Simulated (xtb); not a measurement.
SeHCl, SMILES Cl[SeH]. All values are semi-empirical tight-binding results from xtb (GFN2-xTB unless named), good for trends rather than for accurate numbers. Coordinates come from a GFN2-xTB optimisation.

Computed properties:
| Property | Result |
|---|---|
| point group as xtb finds it | Cs |
| orbital gap | 2.96 eV |
| zero-point energy | 4.4 kcal/mol |
| G − E(el) at 298.15 K (modified RRHO) | -11.8 kcal/mol |
| static polarisability (D4 model) | 44.2 bohr³ |
| solvation energy, GFN2-xTB/ALPB(water) | -0.7 kcal/mol |
| solvation energy, GFN2-xTB/ALPB(hexane) | -1.6 kcal/mol |
